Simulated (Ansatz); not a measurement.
Cl5Mo (SMILES [Cl][Mo]([Cl])([Cl])([Cl])[Cl]), doublet, at a GFN2-xTB geometry (such geometries of metal compounds can be far from the true shape) (core potentials on Mo); HF/def2-SVP (Ansatz, a program for electronic structure).

Ansatz was given this input:
Ansatz 0.2 input:
```yaml
crystal:
  periodic: [false, false, false]
  atoms:
    - {symbol: Mo, position_ang: [0.00924330, -0.07548706, -0.04503038]}
    - {symbol: Cl, position_ang: [1.90161145, -0.15947901, -1.12922280]}
    - {symbol: Cl, position_ang: [1.03631193, -1.04911892, 1.83886530]}
    - {symbol: Cl, position_ang: [-1.02218561, 0.93375382, -1.90768418]}
    - {symbol: Cl, position_ang: [-1.71118297, -1.39568895, 0.20151672]}
    - {symbol: Cl, position_ang: [-0.22739119, 1.85703050, 1.10777647]}
basis:
  gaussian:
    orbitals: def2-SVP
hamiltonian:
  xc: hf
magnetization: {spin_polarized: true, initial_magnetization: 1}
scf: {lower_state_search: off}
```

Task: Predict the main parts of the log of this Ansatz run.

Result: 
```
Functional definition: HF
these checks for a lower state are left out or cut short: stability, starts, cluster_reference, orbital_swaps, neighbouring_geometries, increment
1129 factors; integrals over basis functions are off by at most 9.6e-4 eV
mean field evaluation 1: about -64331.5359 eV, gradient 3.6e1 eV
mean field evaluation 2: about -64331.8416 eV, gradient 3.6e1 eV
mean field evaluation 4: about -64338.7423 eV, gradient 2.7e0 eV
mean field evaluation 8: about -64338.8829 eV, gradient 3.0e-1 eV
mean field evaluation 16: about -64338.8883 eV, gradient 1.1e-5 eV
mean field -64338.88826118 eV, -2364.4105331336 hartree, gradient 2.6e-6 eV, S^2 0.774542; 0 other end points of the search recorded, 0 dependent functions left out
reference -64338.88826118 eV, -2364.4105331336 hartree; 50, 49 occupied and 71, 72 virtual orbitals, 1129 factors
Total energy: -64338.88826118 eV, -2364.4105331336 hartree
Checks for a lower state left out: stability, starts, cluster_reference, orbital_swaps, neighbouring_geometries, increment
```
